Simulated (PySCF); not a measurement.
A structure optimised at PBE0-D3(BJ)/def2-SVP, used in a PySCF frequency run:

```xyz
11

Mo     0.0784     0.0105    -0.0650
O      1.7306     0.1259     0.2221
N     -0.3434    -1.0087    -1.4030
H      0.0395    -1.6150    -2.1283
N     -0.8112     1.7098    -0.2507
H     -0.4285     2.5738     0.1280
H     -1.5416     1.9111    -0.9286
C     -0.7440    -0.9677     1.6178
H     -0.2792    -1.9576     1.7453
H     -1.8287    -1.0995     1.4862
H     -0.5509    -0.3650     2.5201
```
Charge 0, spin multiplicity 1.

Write its SMILES and formula.

[CH3][Mo](=[NH])([NH2])=[O], CH6MoN2O

What are its rotational constants (standard atomic weights)?

3.5024, 3.1783, 3.0231 GHz
